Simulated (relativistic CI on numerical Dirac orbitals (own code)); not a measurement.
## Energy levels of Cr²⁰⁺

Calculated at this level of theory: Dirac-Coulomb-Breit CI, separate exchange-only KLI orbitals for each configuration, a model potential for QED, unscaled Slater integrals (own radial code, finite nucleus).

Configuration list (outside the closed core 1s2): 2s2, 2s.2p, 2p2, 2p.3s, 2p.3p, 2s.3s, 2s.3p, 2s.3d, 2s.4s, 2s.4p, 2s.4d, 2s.4f, 2s.5s, 2s.5p, 2s.5d, 2s.5f, 2s.5g, 3s2, 3s.3p, 3p2. Levels of other configurations are missing.

```
No.  Configuration  Term  J  E (10³ cm⁻¹)    %  Next component (%)  Lifetime (s)  jj configuration (%)
  1            2s2    1S  0           0.0   95            5 2p2 1S                         closed (95)
  2          2s.2p   3P°  0         319.1  100                                          2s 2p1/2 (100)
  3          2s.2p   3P°  1         342.3   98               2 1P°      3.91e-08         2s 2p1/2 (78)
  4          2s.2p   3P°  2         405.8  100                          2.94e-04        2s 2p3/2 (100)
  5          2s.2p   1P°  1         680.5   98               2 3P°      5.92e-11         2s 2p3/2 (78)
  6            2p2    3P  0         868.2   96                4 1S      9.08e-11          2p1/2^2 (83)
  7            2p2    3P  1         913.8  100                          7.83e-11     2p1/2 2p3/2 (100)
  8            2p2    3P  2         950.6   82               18 1D      8.43e-11      2p1/2 2p3/2 (76)
  9            2p2    1D  2        1057.9   82               18 3P      1.54e-10          2p3/2^2 (76)
 10            2p2    1S  0        1267.6   92                4 3P      3.67e-11          2p3/2^2 (81)
 11          2s.3s    3S  1        7471.8   98          2 2p.3p 3S      3.51e-13            2s 3s (98)
 12          2s.3s    1S  0        7534.0   97          3 2p.3p 1S      1.01e-12            2s 3s (97)
 13          2s.3p   3P°  1        7628.5   62              35 1P°      2.85e-13         2s 3p1/2 (97)
 14          2s.3p   3P°  0        7628.7   99         1 2p.3s 3P°      1.10e-10         2s 3p1/2 (99)
 15          2s.3p   1P°  1        7650.1   56              38 3P°      1.84e-13         2s 3p3/2 (93)
 16          2s.3p   3P°  2        7653.8  100                          1.35e-10        2s 3p3/2 (100)
 17          2s.3d    3D  1        7729.8   98          2 2p.3p 3D      6.03e-14         2s 3d3/2 (98)
 18          2s.3d    3D  2        7733.0   98          2 2p.3p 3D      6.15e-14         2s 3d3/2 (64)
 19          2s.3d    3D  3        7738.3   99          1 2p.3p 3D      6.29e-14         2s 3d5/2 (99)
 20          2s.3d    1D  2        7798.2   98          2 2p.3p 1D      8.58e-14         2s 3d5/2 (64)
 21          2p.3s   3P°  0        7875.5   99         1 2s.3p 3P°      7.64e-13         2p1/2 3s (99)
 22          2p.3s   3P°  1        7890.0   86              11 1P°      6.28e-13         2p1/2 3s (90)
 23          2p.3s   3P°  2        7965.3  100                          7.78e-13        2p3/2 3s (100)
 24          2p.3p    3D  1        7973.7   65               31 1P      3.19e-13      2p1/2 3p1/2 (97)
 25          2p.3s   1P°  1        8008.4   80              13 3P°      3.73e-13         2p3/2 3s (89)
 26          2p.3p    3D  2        8023.9   87                6 3P      3.22e-13      2p1/2 3p3/2 (80)
 27          2p.3p    1P  1        8025.6   33               24 3D      2.54e-13      2p1/2 3p3/2 (83)
 28          2p.3p    3P  0        8052.8   92                8 1S      2.01e-13      2p1/2 3p1/2 (89)
 29          2p.3p    3P  1        8091.6   38               34 1P      2.29e-13      2p3/2 3p3/2 (61)
 30          2p.3p    3D  3        8092.1   99          1 2s.3d 3D      3.36e-13      2p3/2 3p3/2 (99)
 31          2p.3p    3S  1        8113.2   54               43 3P      2.30e-13      2p3/2 3p1/2 (67)
 32          2p.3p    3P  2        8119.0   72               17 1D      1.94e-13      2p3/2 3p1/2 (66)
 33          2p.3p    1D  2        8171.0   75               22 3P      1.55e-13      2p3/2 3p3/2 (79)
 34          2p.3p    1S  0        8245.7   89                8 3P      1.83e-13      2p3/2 3p3/2 (88)
 35          2s.4s    3S  1       10028.2  100                          7.96e-13           2s 4s (100)
 36          2s.4s    1S  0       10052.8  100                          7.68e-13           2s 4s (100)
 37          2s.4p   3P°  0       10086.3  100                          1.51e-12        2s 4p1/2 (100)
 38          2s.4p   3P°  1       10088.0   90              10 1P°      8.91e-13         2s 4p1/2 (92)
 39          2s.4p   3P°  2       10096.6  100                          1.57e-12        2s 4p3/2 (100)
 40          2s.4p   1P°  1       10104.3   90              10 3P°      2.20e-13         2s 4p3/2 (92)
 41          2s.4d    3D  1       10129.5  100                          1.60e-13        2s 4d3/2 (100)
 42          2s.4d    3D  2       10130.6   99                1 1D      1.61e-13         2s 4d3/2 (67)
 43          2s.4d    3D  3       10132.5  100                          1.62e-13        2s 4d5/2 (100)
 44          2s.4d    1D  2       10152.2   99                1 3D      1.62e-13         2s 4d5/2 (67)
 45          2s.4f   3F°  2       10153.0  100                          3.60e-13        2s 4f5/2 (100)
```

Energies count from the lowest computed level; ° marks odd parity; lifetimes are radiative, by E1, M1, E2, M2 decay to levels of this space only; some are left blank where a channel outside the calculation adds to the decay or the decay crosses a small, uncertain gap. Filled j subshells are mostly left out of the jj labels.

The mean weight of the leading LS term, summed over parents, in these 45 levels is 89 %, and that of the leading jj configuration (from the same eigenvectors) 88 %.

At this charge energies of transitions that change n are usually good to better than 1 %, and those within a shell (Δn = 0) to a few per cent.

LS names give the leading component of a level, which can be under half, so a name can repeat, a term be missing and a line seem to break the LS rules.
